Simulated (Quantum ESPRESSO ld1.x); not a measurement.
Problem. These are the eigenvalues of the occupied orbitals of an atom or ion with whole-number occupations (hartree). Method: scalar-relativistic Kohn-Sham, PW91, spin-unpolarised, spherical densities, point nucleus; computed with ld1.x of Quantum ESPRESSO 7.5.

1s: -434.715
2s: -58.2591
2p: -51.5776
3s: -10.2944
3p: -8.19708
3d: -4.72279
4s: -2.67751
4f: -0.78623

Which element is it, and in what charge state? The configuration may be excited.

Solution. Z = 33, arsenic, charge +4: As4+ in [Ne] 3s2 3p4 3d10 4s1 4f2. The list shows which subshells hold electrons but not how many an open one holds; the 1s level, -434.71 hartree, gives Z - s = 29.5 by -(Z - s)^2/2, which with screening and relativity narrows Z to a few neighbours, and the depths of the outer levels then fix element, charge and occupations together.
